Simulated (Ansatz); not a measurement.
`CBC(N)[SiH3]`, relaxed with RKS PBE0-D4/def2-TZVP in Ansatz 0.2.0 from a PBE-D4/def2-SVP geometry. The force threshold is 0.005 eV/Å; the program also tests the step.

Charge 0, multiplicity 1.

Start:

```xyz
15

C     1.141   -0.767   -1.497
B    -0.298   -0.389   -0.994
C    -0.541    0.693    0.088
N     0.592    1.492    0.523
Si   -0.927   -0.529    1.545
H     1.251   -1.822   -1.815
H     1.935   -0.497   -0.771
H     1.333   -0.154   -2.411
H    -1.288   -0.965   -1.427
H    -1.517    1.222   -0.069
H     0.329    2.207    1.210
H     1.054    1.966   -0.262
H     0.130   -1.591    1.673
H    -0.911    0.303    2.803
H    -2.282   -1.168    1.404
```

**Question.** By how much does the energy fall, and how many steps does the optimiser take? (An estimate is asked.)

**Answer.** Computed: 5.57 kJ/mol, in 9 steps.

**Question.** Which bonds change most? (Estimate.)

**Answer.** Computed: C3–Si5 from 1.940 to 1.911 Å; B2–H9 from 1.224 to 1.203 Å; Si5–H14 from 1.508 to 1.488 Å; Si5–H15 from 1.504 to 1.486 Å.

**Question.** Give the relaxed structure. (Estimate.)

**Answer.** Computed: 
```xyz
15

C     1.155   -0.738   -1.532
B    -0.266   -0.407   -0.986
C    -0.527    0.644    0.109
N     0.592    1.465    0.534
Si   -0.953   -0.505    1.576
H     1.278   -1.783   -1.824
H     1.964   -0.442   -0.860
H     1.283   -0.157   -2.459
H    -1.230   -0.993   -1.404
H    -1.473    1.178   -0.085
H     0.328    2.154    1.224
H     1.034    1.941   -0.241
H     0.049   -1.593    1.720
H    -0.926    0.331    2.806
H    -2.308   -1.097    1.421
```
